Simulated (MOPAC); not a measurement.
MOPAC input (PM3):

```
PM3 1SCF GEO-OK AUX(PRECISION=9) THREADS=1
C4H3BrO

Br    1.50342900 1   -0.28047500 1   -0.00227300 1
C    -0.30757900 1    0.16413500 1   -0.00954100 1
C    -0.94591500 1    1.35608600 1   -0.10913600 1
C    -2.34362400 1    1.04599900 1   -0.05351800 1
C    -2.43719000 1   -0.29887800 1    0.07431500 1
O    -1.18851100 1   -0.85805100 1    0.10300500 1
H    -0.48443400 1    2.32232600 1   -0.20846900 1
H    -3.16335100 1    1.74233700 1   -0.10321300 1
H    -3.25828100 1   -0.98769600 1    0.15447700 1
```

From the output:

```
                                                       MOPAC v23.2.5 Linux

          FINAL HEAT OF FORMATION =         10.39547 KCAL/MOL =      43.49464 KJ/MOL

          COSMO AREA              =        126.23 SQUARE ANGSTROMS
          COSMO VOLUME            =        114.54 CUBIC ANGSTROMS

          IONIZATION POTENTIAL    =          9.523689 EV
          HOMO LUMO ENERGIES (EV) =         -9.524 -0.589
          NO. OF FILLED LEVELS    =         16
          MOLECULAR WEIGHT        =        146.9711         POINT GROUP:  Cs

          MOLECULAR DIMENSIONS (Angstroms)

            Atom       Atom       Distance
            H     8   Br     1     5.08732
            H     9    H     7     4.15822
            C     5    O     6     0.00000

          SCF CALCULATIONS        =          1

   ATOM   CHEMICAL          X               Y               Z
  NUMBER   SYMBOL      (ANGSTROMS)     (ANGSTROMS)     (ANGSTROMS)

     1      Br          1.50342900  *  -0.28047500  *  -0.00227300  *
     2       C         -0.30757900  *   0.16413500  *  -0.00954100  *
     3       C         -0.94591500  *   1.35608600  *  -0.10913600  *
     4       C         -2.34362400  *   1.04599900  *  -0.05351800  *
     5       C         -2.43719000  *  -0.29887800  *   0.07431500  *
     6       O         -1.18851100  *  -0.85805100  *   0.10300500  *
     7       H         -0.48443400  *   2.32232600  *  -0.20846900  *
     8       H         -3.16335100  *   1.74233700  *  -0.10321300  *
     9       H         -3.25828100  *  -0.98769600  *   0.15447700  *

                             CARTESIAN COORDINATES

   1   Br        1.503429000    -0.280475000    -0.002273000
   2    C       -0.307579000     0.164135000    -0.009541000
   3    C       -0.945915000     1.356086000    -0.109136000
   4    C       -2.343624000     1.045999000    -0.053518000
   5    C       -2.437190000    -0.298878000     0.074315000
   6    O       -1.188511000    -0.858051000     0.103005000
   7    H       -0.484434000     2.322326000    -0.208469000
   8    H       -3.163351000     1.742337000    -0.103213000
   9    H       -3.258281000    -0.987696000     0.154477000

           Empirical Formula: C4 H3 O Br  =     9 atoms

      MOLECULAR POINT GROUP   :   Cs

                  EIGENVALUES
 -41.66031 -32.23380 -27.87971 -22.96835 -21.53619 -20.61206 -18.96383 -16.20256
 -15.12386 -14.49386 -14.35738 -14.10240 -11.87768 -11.45259 -10.86552  -9.52369
  -0.58861   0.40397   1.44466   2.59276   3.22497   3.71379   3.83519   3.92878
   4.85872   5.51945   5.79403

              NET ATOMIC CHARGES AND DIPOLE CONTRIBUTIONS

  ATOM NO.   TYPE          CHARGE      No. of ELECS.   s-Pop       p-Pop
    1         Br           0.111155        6.8888     1.96041     4.92843
    2          C          -0.122424        4.1224     1.24338     2.87904
    3          C          -0.142435        4.1424     1.17917     2.96326
    4          C          -0.176199        4.1762     1.18347     2.99273
    5          C          -0.059683        4.0597     1.19962     2.86007
    6          O          -0.032483        6.0325     1.82041     4.21207
    7          H           0.139013        0.8610     0.86099
    8          H           0.133375        0.8666     0.86662
    9          H           0.149682        0.8503     0.85032
 DIPOLE           X         Y         Z       TOTAL
 POINT-CHG.    -0.194     0.117    -0.007     0.227
 HYBRID        -0.219     0.160    -0.011     0.272
 SUM           -0.414     0.277    -0.018     0.498

          ATOMIC ORBITAL ELECTRON POPULATIONS

     Atom    s        px        py        pz
    1 Br   1.96041   1.00641   1.93940   1.98262
    2  C   1.24338   0.88264   0.90147   1.09493
    3  C   1.17917   0.93357   0.97039   1.05929
    4  C   1.18347   0.96462   0.95471   1.07340
    5  C   1.19962   0.86660   0.94444   1.04903
    6  O   1.82041   1.14100   1.33879   1.73229
    7  H   0.86099
    8  H   0.86662
    9  H   0.85032

 **********************
 *                    *
 * JOB ENDED NORMALLY *
 *                    *
 **********************

 == MOPAC DONE ==
```

The geometry given is a B3LYP-D3(BJ)/def2-TZVP minimum.
